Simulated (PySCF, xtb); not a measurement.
C5H9N, SMILES C=C1CN(C)C1.

GFN2-xTB run with xtb at its own geometry gives an orbital gap of 3.99 eV and a dipole moment of 1.10 D.

Geometry optimised at B3LYP-D3(BJ)/def2-SVP.

Question: What does PBE/def2-TZVP (PySCF) give? (Estimate from the structure and the level; the computed values follow.)

Answer: gap 4.02 eV (levels -4.88 and -0.86 eV), dipole 0.68 D.
